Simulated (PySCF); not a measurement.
PySCF input (HF/def2-TZVPD):

```python
from pyscf import gto, scf, dft

mol = gto.M(
    atom='''
    Si   -0.01014766    0.01439914    0.63311610
    F     1.06775889   -0.71365869   -0.45945974
    F    -1.05197364    0.69126002   -0.52538753
    ''',
    basis='def2-tzvpd',
    charge=-1,
    spin=1,
    verbose=4,
)

mf = scf.UHF(mol).density_fit(auxbasis='def2-universal-jkfit')
mf.conv_tol = 1e-9
mf.max_cycle = 100
mf.max_memory = 1500
mf.kernel()
if not mf.converged:
    mf = mf.newton()
    mf.kernel(mf.make_rdm1())
for _ in range(2):
    mo, _, stable, _ = mf.stability(return_status=True)
    if stable:
        break
    mf.kernel(mf.make_rdm1(mo, mf.mo_occ))
mf.analyze()
```

End of the output:

```
Extra cycle  E= -488.004346087297  delta_E= -1.21e-11  |g|= 1.51e-06  |ddm|= 4.77e-06
converged SCF energy = -488.004346087297  <S^2> = 0.79265136  2S+1 = 2.042206
uhf_internal: lowest eigs of H = [0.15991874 0.17513205 0.18146233]
<class 'pyscf.df.df_jk.DFUHF'> wavefunction is stable in the internal stability analysis
**** SCF Summaries ****
Total Energy =                        -488.004346087296881
Nuclear Repulsion Energy =              95.351021857566110
One-electron Energy =                 -878.184688007103318
Two-electron Energy =                  294.829320062240299
Two-electron Coulomb Energy =          335.630774744893927
DFT Exchange-Correlation Energy =      -40.801454682653628
HOMO-LUMO gap [eV] =                     6.898789773515073
**** MO energy ****
                             alpha | beta                alpha | beta
MO #1   energy= -68.5926438947398  | -68.5885624306697  occ= 1 | 1
MO #2   energy= -26.0522853416006  | -26.0492576811055  occ= 1 | 1
MO #3   energy= -26.0522767253864  | -26.049247073615   occ= 1 | 1
MO #4   energy= -5.93213784621961  | -5.9272484350892   occ= 1 | 1
MO #5   energy= -4.04282052540456  | -4.03278618097462  occ= 1 | 1
MO #6   energy= -4.03506590256923  | -4.03277290240826  occ= 1 | 1
MO #7   energy= -4.0328261548219   | -4.02185186241764  occ= 1 | 1
MO #8   energy= -1.35074957761477  | -1.34293668625359  occ= 1 | 1
MO #9   energy= -1.33343293140795  | -1.32576299996625  occ= 1 | 1
MO #10  energy= -0.539275759502161 | -0.523992652359354 occ= 1 | 1
MO #11  energy= -0.462718810137517 | -0.457991498892595 occ= 1 | 1
MO #12  energy= -0.447528661422206 | -0.440135818834453 occ= 1 | 1
MO #13  energy= -0.442546784047344 | -0.422682260360902 occ= 1 | 1
MO #14  energy= -0.42412645068136  | -0.40180966437196  occ= 1 | 1
MO #15  energy= -0.39571860839091  | -0.393798658814608 occ= 1 | 1
MO #16  energy= -0.198849031505567 | -0.146691983737576 occ= 1 | 1
MO #17  energy= -0.0335159479879366 | 0.220009902126591  occ= 1 | 0
MO #18  energy= 0.218623199673685  | 0.244125585347521  occ= 0 | 0
MO #19  energy= 0.242785882490907  | 0.266560146186152  occ= 0 | 0
MO #20  energy= 0.261191037826522  | 0.266808506969658  occ= 0 | 0
MO #21  energy= 0.286482220841707  | 0.286069590243028  occ= 0 | 0
MO #22  energy= 0.299723911963588  | 0.31666677386867   occ= 0 | 0
MO #23  energy= 0.307357572141094  | 0.331385301088871  occ= 0 | 0
MO #24  energy= 0.332695552795281  | 0.341105003069499  occ= 0 | 0
MO #25  energy= 0.338348140327535  | 0.342924756803312  occ= 0 | 0
MO #26  energy= 0.340637561230358  | 0.372852986660775  occ= 0 | 0
MO #27  energy= 0.371804070518464  | 0.375892186540246  occ= 0 | 0
MO #28  energy= 0.374379237504899  | 0.378507543729813  occ= 0 | 0
MO #29  energy= 0.380791774553487  | 0.386023952158659  occ= 0 | 0
MO #30  energy= 0.406336781624523  | 0.416277915196534  occ= 0 | 0
MO #31  energy= 0.442572814243785  | 0.462417845427205  occ= 0 | 0
MO #32  energy= 0.535971678187567  | 0.540068260215178  occ= 0 | 0
MO #33  energy= 0.569499684714168  | 0.595884912220243  occ= 0 | 0
MO #34  energy= 0.59397221854368   | 0.622860677169216  occ= 0 | 0
MO #35  energy= 0.622403274497653  | 0.623355592564841  occ= 0 | 0
MO #36  energy= 0.62945849063884   | 0.652115836648887  occ= 0 | 0
MO #37  energy= 0.691355627739399  | 0.709922465491646  occ= 0 | 0
MO #38  energy= 0.700490659426526  | 0.72291688671578   occ= 0 | 0
MO #39  energy= 0.701958063925748  | 0.746540483392717  occ= 0 | 0
MO #40  energy= 0.774990145242518  | 0.773089023807613  occ= 0 | 0
MO #41  energy= 0.792788646703668  | 0.806305735204788  occ= 0 | 0
MO #42  energy= 0.809623461064095  | 0.820278164678113  occ= 0 | 0
MO #43  energy= 0.853636140693381  | 0.860378319429559  occ= 0 | 0
MO #44  energy= 0.860430258192298  | 0.881881916500903  occ= 0 | 0
MO #45  energy= 0.914531320819115  | 0.914110249322613  occ= 0 | 0
MO #46  energy= 0.945323176573627  | 0.949955828424283  occ= 0 | 0
MO #47  energy= 0.952068268829346  | 0.954945278790482  occ= 0 | 0
MO #48  energy= 0.963592518689587  | 0.965737459992633  occ= 0 | 0
MO #49  energy= 0.966060252082347  | 0.967356183176058  occ= 0 | 0
MO #50  energy= 0.983846325650986  | 0.984438641776965  occ= 0 | 0
MO #51  energy= 1.00861381344727   | 1.01198124541401   occ= 0 | 0
MO #52  energy= 1.05753181884264   | 1.06304465701591   occ= 0 | 0
MO #53  energy= 1.2002696460766    | 1.21948147373643   occ= 0 | 0
MO #54  energy= 1.23940868035043   | 1.24490334311596   occ= 0 | 0
MO #55  energy= 1.24359927243789   | 1.25092901785013   occ= 0 | 0
MO #56  energy= 1.3866908352598    | 1.38620562137757   occ= 0 | 0
MO #57  energy= 1.44862404334779   | 1.45091035822692   occ= 0 | 0
MO #58  energy= 1.45869492768733   | 1.4604108814706    occ= 0 | 0
MO #59  energy= 1.48187513535291   | 1.49256021271071   occ= 0 | 0
MO #60  energy= 1.48889615116683   | 1.50567341496259   occ= 0 | 0
MO #61  energy= 1.5055747658804    | 1.52215702023368   occ= 0 | 0
MO #62  energy= 1.51914285271426   | 1.52568205967206   occ= 0 | 0
MO #63  energy= 1.52194895512224   | 1.53571540668807   occ= 0 | 0
MO #64  energy= 1.56842603853724   | 1.58092055163013   occ= 0 | 0
MO #65  energy= 1.59148379657821   | 1.60666173091121   occ= 0 | 0
MO #66  energy= 1.59778145601204   | 1.61688001419744   occ= 0 | 0
MO #67  energy= 1.63141735053101   | 1.66744096752444   occ= 0 | 0
MO #68  energy= 1.69284968984667   | 1.70146677248981   occ= 0 | 0
MO #69  energy= 1.81737171337781   | 1.81729166040996   occ= 0 | 0
MO #70  energy= 1.82141304787961   | 1.83307314733409   occ= 0 | 0
MO #71  energy= 1.93352108502653   | 1.96198469447273   occ= 0 | 0
MO #72  energy= 1.96890712019353   | 1.96813020911298   occ= 0 | 0
MO #73  energy= 1.9910801734121    | 1.99521212187799   occ= 0 | 0
MO #74  energy= 2.05187381010087   | 2.05334732278183   occ= 0 | 0
MO #75  energy= 2.24122378795184   | 2.24467267827826   occ= 0 | 0
MO #76  energy= 2.77528968359745   | 2.77870639442169   occ= 0 | 0
MO #77  energy= 2.77686814910117   | 2.77928080745267   occ= 0 | 0
MO #78  energy= 2.79249743169922   | 2.79489832538864   occ= 0 | 0
MO #79  energy= 2.80603923000163   | 2.80843119469204   occ= 0 | 0
MO #80  energy= 2.91998304481635   | 2.92573175781697   occ= 0 | 0
MO #81  energy= 2.92707622758878   | 2.92747251602667   occ= 0 | 0
MO #82  energy= 2.97058433135247   | 2.97677027962944   occ= 0 | 0
MO #83  energy= 3.10668621664163   | 3.10840788767186   occ= 0 | 0
MO #84  energy= 3.1546197105765    | 3.15679355429883   occ= 0 | 0
MO #85  energy= 3.30749001936265   | 3.30923611740511   occ= 0 | 0
MO #86  energy= 4.00028320465785   | 4.00975047963351   occ= 0 | 0
MO #87  energy= 4.0485568728396    | 4.05799032670227   occ= 0 | 0
MO #88  energy= 4.07655786025382   | 4.07770946056709   occ= 0 | 0
MO #89  energy= 4.10826881649456   | 4.10940987576761   occ= 0 | 0
MO #90  energy= 4.42467612773772   | 4.42686892780429   occ= 0 | 0
MO #91  energy= 4.50827438828982   | 4.51042945503588   occ= 0 | 0
MO #92  energy= 4.72265173736775   | 4.72597313676103   occ= 0 | 0
MO #93  energy= 4.94101927695255   | 4.94490510852156   occ= 0 | 0
MO #94  energy= 6.90694437916775   | 6.92606816679743   occ= 0 | 0
MO #95  energy= 7.03641356400774   | 7.03706623542979   occ= 0 | 0
MO #96  energy= 7.09846944351024   | 7.10055996639772   occ= 0 | 0
MO #97  energy= 7.61328016573686   | 7.61493267295335   occ= 0 | 0
MO #98  energy= 7.63028341640715   | 7.63252456372704   occ= 0 | 0
MO #99  energy= 7.63143820000391   | 7.63368634922768   occ= 0 | 0
MO #100 energy= 7.63185103376193   | 7.63397724776259   occ= 0 | 0
MO #101 energy= 7.63241075260601   | 7.63423572140684   occ= 0 | 0
MO #102 energy= 7.63948323676562   | 7.64126609215851   occ= 0 | 0
MO #103 energy= 7.64123627184962   | 7.6431789290228    occ= 0 | 0
MO #104 energy= 7.66522845322156   | 7.66700417221838   occ= 0 | 0
[...]
```
